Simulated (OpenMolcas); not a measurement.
## Sb³⁺: effect of the basis set

```
Program             : OpenMolcas
Method              : SS-CASPT2, IPEA 0.25 Eh, imaginary shift 0.1 Eh (closed shells correlated: 4d)
Active space        : 2 electrons in 4 orbitals (5s 5p)
State averaging     : 2S+1 = 3 even, 3 roots; 2S+1 = 1 even, 7 roots; 2S+1 = 3 odd, 3 roots; 2S+1 = 1 odd, 3 roots
Spin-orbit coupling : RASSI with atomic mean-field integrals over the reference wave functions, term energies averaged over their components
```

A. ANO-RCC-VDZP [6s5p3d1f], DKH2, point nucleus; CASPT2 step about 1.6 core-seconds
B. ANO-R1 [6s5p3d1f], X2C, finite nucleus; CASPT2 step about 1.3 core-seconds
C. ANO-R2 [7s6p4d2f1g], X2C, finite nucleus; CASPT2 step of the order of 2.6 core-seconds
D. ANO-RCC-VTZP [7s6p4d2f1g], DKH2, point nucleus; CASPT2 step about 4 core-seconds
E. ANO-RCC-VQZP [8s7p5d3f2g], DKH2, point nucleus; CASPT2 step roughly 6 core-seconds
F. ANO-R3 [8s7p5d3f2g1h], X2C, finite nucleus; CASPT2 step roughly 6 core-seconds

Energies in cm-1 above 5s2 1S0, the measured ground level; measured values from Moore, Atomic Energy Levels, vol. III, NSRDS-NBS 35 (1971 reprint of NBS Circular 467, 1958).

| Level | A | B | C | D | E | F | Measured |
| --- | --- | --- | --- | --- | --- | --- | --- |
| 5s2 1S0 | 0.0 | 0.0 | 0.0 | 0.0 | 0.0 | 0.0 | 0.0 |
| 5s 5p 3P* 0 | 63010 | 62030 | 64040 | 64670 | 64460 | 64590 |  |
| 5s 5p 3P* 1 | 65090 | 64260 | 66020 | 66760 | 66390 | 66540 | 66700 |
| 5s 5p 3P* 2 | 70340 | 69850 | 70900 | 71930 | 71170 | 71420 | 72560 |
| 5s 5p 1P* 1 | 94260 | 94480 | 93890 | 94750 | 93940 | 93990 | 95952 |
| 5p2 3P0 | 149930 | 147250 | 151280 | 153100 | 152340 | 152550 | 152076 |
| 5p2 3P1 | 153680 | 151240 | 154770 | 156880 | 155790 | 156090 | 156388 |
| 5p2 1S0 | 182670 | 180860 | 181260 | 182820 | 181040 | 181440 |  |

Deviations, from unrounded energies. A percentage is the sum of absolute deviations over the sum of measured energies, with the sign that they share, or ± where signs differ.

| Against measurement | Levels | A | B | C | D | E | F |
| --- | --- | --- | --- | --- | --- | --- | --- |
| mean absolute deviation (cm-1) | 5 | 2100 | 3300 | 1400 | 680 | 920 | 810 |
| other configurations (%) | 5 | -1.9 | -3.1 | -1.3 | ±0.6 | ±0.8 | ±0.7 |

D lies closest to measurement on these levels and B furthest from it. The largest miss of D in the table is 5s 5p 1P* 1, by -1200 cm-1. The ranking rests on the paired levels alone, and a cruder setting can come out closer through cancelling errors.

Among A to F the level of the table that moves most is 5p2 3P0, by 5900 cm-1 (lowest in B, highest in D). Moves below CASPT2's spread within the term are not significant.

Over all roots computed the reference weight is 0.89 to 0.94 in C, 0.89 to 0.95 in D, 0.89 to 0.95 in E, 0.89 to 0.94 in F; the roots of lowest weight are the least certain, and an intruder state may touch them. The ¹D term of p² mixes with s d, which this space lacks. The basis is small and was not contracted for so high a charge (holds for A; B). Measured partners are found by configuration, term and J. A level has none where our copy of the source lacks it or the pairing is in doubt (some pairs that miss far off the trend of their configuration count as doubtful), and it then counts in no deviation. Only configurations of the active space appear. The table leaves out levels that lie high or whose names do not pair safely across all columns.

* marks odd parity.
